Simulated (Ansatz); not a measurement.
Basis-set extrapolation for C2H7BO3 (`COB(O)OC`) (PBE0-D4/def2-TZVP geometry, frozen core, the Gaussian-basis code of Ansatz). Multiplicity 1, RHF reference.

|  | def2-TZVPP | def2-QZVPP |
| --- | --- | --- |
| HF | -329.376684 | -329.392638 |
| MP2 correlation | -1.150369 | -1.237026 |
| CCSD(T) correlation | -1.227971 | not run |

Energies in hartree. Use E(X) = E(∞) + A·exp(−7.88·√X) for Hartree–Fock and E(X) = E(∞) + B·X^(−2.97) for correlation, with X = 3 and 4, and add CCSD(T) minus MP2 of the smaller set to the MP2 limit.

Q: What is the CCSD(T) energy at the basis-set limit?

A: HF limit: -329.392638 + (-0.015954) × 0.13774 = -329.39484. MP2 limit: -1.237026 + (-0.086657) × 0.74074 = -1.30122. Higher-order term: -1.227971 − (-1.150369) = -0.07760. Total: -330.77366 hartree, 443.7 kJ/mol below CCSD(T)/def2-TZVPP.
